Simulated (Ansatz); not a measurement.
Relaxation of C₂H₂FSi (6 atoms, charge 0, multiplicity 2), to a largest force component of 0.015 eV/Å in at most 40 steps.

These are results of Ansatz 0.2.0, UKS PBE0/cc-pVDZ, not measurements.

```xyz
6
Properties=species:S:1:pos:R:3
C 0.161 -0.717 -1.603
C 0.198 -0.224 -0.506
Si 0.304 0.480 1.209
F 0.994 -0.526 2.163
H 0.029 -1.082 -2.616
H 0.994 1.798 1.230
```

Where does it end, and by what steps?

It converged. After 7 steps the energy has fallen by 0.256 eV; C2 moved furthest, 0.08 Å.

| step | energy less start (eV) | largest force component (eV/Å) | accepted |
| --- | --- | --- | --- |
| 0 | 0.0000 | 3.019 | yes |
| 1 | -0.1703 | 1.653 | yes |
| 2 | -0.2404 | 0.280 | yes |
| 3 | -0.2463 | 0.208 | yes |
| 4 | -0.2547 | 0.215 | yes |
| 5 | -0.2540 | 0.140 | no |
| 6 | -0.2556 | 0.020 | yes |
| 7 | -0.2557 | 0.003 | yes |

```xyz
6
Properties=species:S:1:pos:R:3
C 0.125 -0.685 -1.623
C 0.280 -0.230 -0.501
Si 0.261 0.483 1.175
F 1.015 -0.544 2.224
H 0.013 -1.089 -2.613
H 0.985 1.793 1.213
```

Whether the end is a true minimum wasn't checked by a vibrational analysis.

Time of the run: 33 s on 1 thread of Arm Neoverse V1, on a shared host, peak memory 0.16 GiB.
